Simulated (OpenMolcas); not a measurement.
## Si2H3OF (SMILES F[Si]O[SiH3]): the vertical energy of the triplet above the singlet from total energies

The species is Si2H3OF (7 atoms), meant as a singlet with charge 0. As SMILES, `F[Si]O[SiH3]`. Geometry: relaxed at PBE0-D4/def2-TZVP. This is one conformer, not always the lowest.

```jsonl
{"atom": "F", "x (Å)": "0.6393", "y (Å)": "-1.8295", "z (Å)": "1.6087"}
{"atom": "Si", "x (Å)": "-0.4287", "y (Å)": "-2.1655", "z (Å)": "0.4415"}
{"atom": "O", "x (Å)": "-0.5383", "y (Å)": "-0.7365", "z (Å)": "-0.3346"}
{"atom": "Si", "x (Å)": "-0.0256", "y (Å)": "0.8371", "z (Å)": "-0.4067"}
{"atom": "H", "x (Å)": "-0.7051", "y (Å)": "1.4807", "z (Å)": "-1.5555"}
{"atom": "H", "x (Å)": "-0.3857", "y (Å)": "1.5378", "z (Å)": "0.8500"}
{"atom": "H", "x (Å)": "1.4440", "y (Å)": "0.8758", "z (Å)": "-0.6033"}
```

Both states at this one shape; open shells run unrestricted unless said. 1 Eh = 27.2114 eV.

```
                             level     program  singlet Si2H3OF (Eh)  triplet Si2H3OF (Eh)
                     PBE/def2-SVPD  OpenMolcas           -755.175765           -755.061728
                  r2SCAN/def2-SVPD  OpenMolcas           -755.518065           -755.414391
B3LYP/6-31G* (Cartesian functions)  OpenMolcas           -755.961793           -755.837721
                   BHLYP/def2-SVPD  OpenMolcas           -755.586296           -755.470441
```

**Question.** Work out the vertical gap, second state less first, at each level.

**Answer.** 
1. PBE/def2-SVPD: -755.061728 − (-755.175765) = 0.114037 Eh = 3.10 eV.
2. r2SCAN/def2-SVPD: -755.414391 − (-755.518065) = 0.103674 Eh = 2.82 eV.
3. B3LYP/6-31G* (Cartesian functions): -755.837721 − (-755.961793) = 0.124072 Eh = 3.38 eV.
4. BHLYP/def2-SVPD: -755.470441 − (-755.586296) = 0.115855 Eh = 3.15 eV.

No measured value is set beside it here; the levels span 2.82 to 3.38 eV.
